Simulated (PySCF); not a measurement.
Spinor energies of Pt⁴¹⁺ (platinum, charge +41)

Start: [Kr] 4d1; 4d3/2 filled at m_j = +3/2. Calculated with PySCF 2.14 in an even-tempered Gaussian basis (16 s from 5 bohr⁻², ratio 2.8; 14 p from 6.5 bohr⁻², ratio 2.8; 9 d from 6.5 bohr⁻², ratio 2.8; 3 f from 23 bohr⁻², ratio 3): generalised Hartree-Fock with the X2C-1e Hamiltonian and a Gaussian nucleus; one run each with spin-orbit coupling (SO) switched off, then screened by Boettger's factors.

```csv
spinor shell,electrons,"ε, spin-free (eV)","ε, screened SO (eV)",weight of nominal j (screened SO),"rms radius, screened SO (bohr)"
1s1/2,2,-80745.6,-80716.0,1.000,0.0194
2s1/2,2,-15913.3,-15903.4,1.000,0.0782
2p1/2,2,-14057.9,-15302.4,1.000,0.0662
2p3/2,4,-14057.9,-13564.9,1.000,0.0741
3s1/2,2,-5207.6,-5204.0,1.000,0.197
3p1/2,2,-4654.1,-4938.6,1.000,0.189
3p3/2,4,-4654.1,-4538.2,1.000,0.204
3d3/2,4,-4059.2,-4109.8,1.000,0.178
4s1/2,2,-2352.5,-2351.1,1.000,0.415
4p1/2,2,-2144.1,-2236.2,1.000,0.411
4p3/2,4,-2144.1,-2106.0,1.000,0.437
4d3/2,1,-1928.0,-1943.4,1.000,0.418
```

Question: Where does 3d5/2 lie, and what is the 3d spin-orbit splitting (screened SO)?

Answer: At -4022.0 eV, 87.803 eV above 3d3/2.

```
   quantity     spin-free   screened SO
E (hartree)  -17328.55798  -17356.40712
        M_J           3/2           3/2
       ⟨J²⟩         4.275         3.751
       ⟨L²⟩         6.002         6.104
       ⟨S²⟩         0.750         0.854
```

Each row is a mean over spinors that exchange with the open shell spreads, by up to 13.811 eV (4p1/2).

Breit and QED terms are absent; they matter most for the inner s and p1/2 levels.

Densities and radii are taken from the X2C orbitals without a picture-change correction, which distorts them close to the nucleus.

Without spin-orbit coupling the j labels of p, d and f shells carry no meaning; the spin-free column gives the mean over the occupied spinors of each nl shell, and its ⟨J²⟩ belongs to a mixture of degenerate components.
